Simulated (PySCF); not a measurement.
Structure problem from calculated spectra and properties.

Formula: C7H7F5.

- Dipole: 3.00 D [PBE0/pcSseg-1]
- 13C NMR: chemical shifts (computed TMS as zero) by class: 151.2 (1 C), 143.7 (1 C), 129.1 (1 C), 126.7 (1 C), 125.2 (1 C), 120.6 (1 C), 44.7 (1 C) ppm [GIAO PBE0/pcSseg-1]
- NMR, other nuclei: isotropic shieldings of nuclei other than C and H, by class: 269 (3 F), 311 (2 F) ppm [GIAO PBE0/pcSseg-1]
- 1H NMR: chemical shifts (computed TMS as zero) by class: 6.59 (1 H), 5.96 (1 H), 5.93 (1 H), 5.62 (1 H), 5.49 (1 H), 3.08 (2 H) ppm [GIAO PBE0/pcSseg-1]
- Rotational structure: rotational constants A, B, C: 1.704, 0.455, 0.423 GHz [GFN2-xTB]

Gas-phase values; electronic properties from PySCF, density fitting. Levels stand in brackets. One conformer (not necessarily the lowest) at the GFN2-xTB geometry, without solvent, vibrations or thermal averaging. Each NMR value is the plain mean over a class of atoms that symmetry, rotation or inversion makes alike.

Problem. Propose a structure and show how it fits.

Solution. Numbering: `[CH2:1]=[CH:2][CH2:3]/[CH:4]=[CH:5]/[C:6]([F:7])([F:8])[C:9]([F:10])([F:11])[F:12]`. Its formula, C7H7F5, gives 2 degrees of unsaturation: 0 rings and 2 π bonds in the structure found. 7 carbons fall into 7 classes; from least to most shielded: alkene CH carbon [C4] (151.2 ppm), alkene CH carbon [C2] (143.7 ppm), CF3 carbon [C9] (129.1 ppm), alkene CH carbon [C5] (126.7 ppm), terminal =CH2 carbon [C1] (125.2 ppm), CF2 carbon [C6] (120.6 ppm), allylic carbon [C3] (44.7 ppm). Hydrogen classes from least to most shielded: 1 H on an alkene CH carbon, C4 (6.59 ppm), 1 H on an alkene CH carbon, C2 (5.96 ppm), 1 H on an alkene CH carbon, C5 (5.93 ppm), 1 H on a terminal =CH2 carbon, C1 (5.62 ppm), 1 H on a terminal =CH2 carbon, C1 (5.49 ppm), 2 H on an allylic carbon, C3 (3.08 ppm). The other shieldings belong to: 269 ppm, fluorine of a CF3 group [F10/F11/F12]; 311 ppm, fluorine of a CF2 group [F7/F8]. The optimised geometry has point group C1 and is an asymmetric top. Structure: `C=CC/C=C/C(F)(F)C(F)(F)F`. The assignments are read from this structure; whether some other isomer fits the data as well wasn't checked.

The values belong to the conformer `[CH2:1]=[CH:2][CH2:3]/[CH:4]=[CH:5]/[C:6]([F:7])([F:8])[C:9]([F:10])([F:11])[F:12]`: C1–C2–C3–C4 -119°, C2–C3–C4–C5 -120°, C4–C5–C6–F7 10°, C5–C6–C9–F10 57°.
